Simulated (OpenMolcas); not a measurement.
## Er: terms and fine structure

| Quantity | Value |
| --- | --- |
| Program | OpenMolcas |
| Method | CASSCF |
| Basis | ANO-RCC-VQZP [9s8p6d4f3g2h] |
| Scalar Hamiltonian | DKH2, point nucleus |
| Active space | 12 electrons in 7 orbitals (4f) |
| State averaging | 2S+1 = 3 even, 21 roots; 2S+1 = 1 even, 28 roots (27 in the spin-orbit step) |
| Spin-orbit coupling | RASSI with atomic mean-field integrals over the reference wave functions, term energies averaged over their components |

Spin-free terms above the lowest, with the occupations of the reference:

```
Configuration  Term  E (cm-1)  Occupations
     4f12 6s2    3H       0.0     4f 12.00
     4f12 6s2    3F      7352     4f 12.00
     4f12 6s2    1G      8315     4f 12.00
     4f12 6s2    1D     25850     4f 12.00
     4f12 6s2    1I     31333     4f 12.00
     4f12 6s2    3P     34311     4f 12.00
```

With spin-orbit coupling, above the lowest level:

```tsv
Configuration	Term	J	E (cm-1)	Measured (cm-1)	Term weight %	Second
4f12 6s2	3H	6	0.0	0.0	99	
4f12 6s2	3F	4	6254		51	35 1G
4f12 6s2	3H	5	7057	6958	100	
4f12 6s2	3H	4	11528	10751	60	35 3F
4f12 6s2	3F	3	14410	12378	100	
4f12 6s2	3F	2	15754	13098	87	12 1D
4f12 6s2	1G	4	19058		60	26 3H
4f12 6s2	1D	2	31156		65	24 3P
4f12 6s2	1I	6	37459		99	
4f12 6s2	3P	1	41368		100	
4f12 6s2	3P	2	41775		75	23 1D
4f12 6s2	3P	0	42510		100
```

Against the 4 measured excited levels shown (NIST Handbook of Basic Atomic Spectroscopic Data) the mean absolute deviation is 1400 cm-1; the largest miss in energy is 4f12 6s2 3F2: computed 15754, measured 13098 cm-1 (+20.3 %).

Spin-orbit coupling puts the lowest level 5916 cm-1 below the lowest spin-free term.

Some high roots are left out of the spin-orbit mixing, which shifts the levels that they would mix with. Without dynamic correlation excited terms often stand tens of per cent too high (terms of higher spin than the ground term too low), and those without a measured partner can miss by more than the paired ones. With the s shell closed, the reference lacks s² → p² mixing. Computed and measured levels are paired by configuration, term and J; levels that our copy of the source lacks, or whose pairing is in doubt (as where it misses far off the trend of its configuration), stay unpaired and out of the deviations. Only configurations of the active space appear. The first state left out of the spin-orbit step lies near 76000 cm-1 above the lowest spin-free state of the reference (among the parities and spins computed), and the list stops at four fifths of that energy or lower.

The term weight is that of the spin-free term in the level, not the purity of its configuration.
